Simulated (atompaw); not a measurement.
## What one change does to a pseudopotential (Pm (Z = 61), PAW (atompaw))

- Element: promethium
- Generator: atompaw 4.2.0.5
- Type: PAW
- Functional: PBE
- Relativity: scalar-relativistic
- Frozen core: [Kr] 4d10
- Valence charge: 15
- Reference configuration: 4f5 5s2 5p6 5d0 6s0 6p0 (charge +2)
- Partial waves: 5s (bound): rc 2.20 bohr; 6s (bound, empty): rc 1.85 bohr; 5p (bound): rc 2.20 bohr; 6p (bound, empty): rc 2.20 bohr; 5d (bound, empty): rc 2.05 bohr; 5d channel at 1.65 Ry: rc 2.20 bohr; 4f (bound): rc 1.05 bohr; 4f channel at -0.35 Ry: rc 1.05 bohr
- Local potential: bessel scheme, radius 2.00 bohr
- Core correction: smooth core density matched at 1.55 bohr
- Augmentation charge: sinc compensation charge, radius 1.85 bohr; PAW radius 2.20 bohr; waves and projectors: custom rrkj gramschmidtortho

Change: local potential bessel scheme, radius 1.02 bohr.

Cutoffs: the cutoffs (Ry, on a coarse ladder) from which the occupation-weighted sum of valence levels, in a spherical-Bessel basis at the reference potential, stays within 10 and 1 mRy of its value at 400 Ry; they do not see the model core or the augmentation charge, which bear on the density cutoff.

Q: What does the change do?

A: The potential gets neither clearly harder nor softer (160 Ry and 260 Ry → 160 Ry and 260 Ry); a bound ghost appears in s, which as a rule spoils a file; the range in which the s phases agree widens (upper end 0.8 → at the end of the scan); the range in which the p phases agree widens (upper end 2.0 → 3.2). A state that the projectors do not describe sees the local part alone, so a deeper or shallower local part can create or remove a ghost.

| quantity | base | changed |
| --- | --- | --- |
| cutoff, loose | 160 Ry | 160 Ry |
| cutoff, tight | 260 Ry | 260 Ry |
| bound ghosts | none | s |
| s: phases at 2.21 bohr within 0.05 rad from the reference energy up to (Ry; the scan ends near 5) | 0.8 | to the end of the scan |
| p: phases at 2.21 bohr within 0.05 rad from the reference energy up to (Ry; the scan ends near 5) | 2.0 | 3.2 |
| d: phases at 2.21 bohr within 0.05 rad from the reference energy up to (Ry; the scan ends near 5) | to the end of the scan | to the end of the scan |
| f: phases at 2.21 bohr within 0.05 rad from the reference energy up to (Ry; the scan ends near 5) | to the end of the scan | to the end of the scan |
| lowest overlap eigenvalue by channel | s 0.38, p 0.34, d 0.76, f 1.00 | s 0.22, p 0.10, d 0.65, f 0.85 |

 A true bound ghost makes a file unfit for plane-wave use even where its test errors are small: the radial tests pick states by their node count and pass the ghost by. The cutoffs see the waves, projectors and local potential, not the compensation charge or the core.
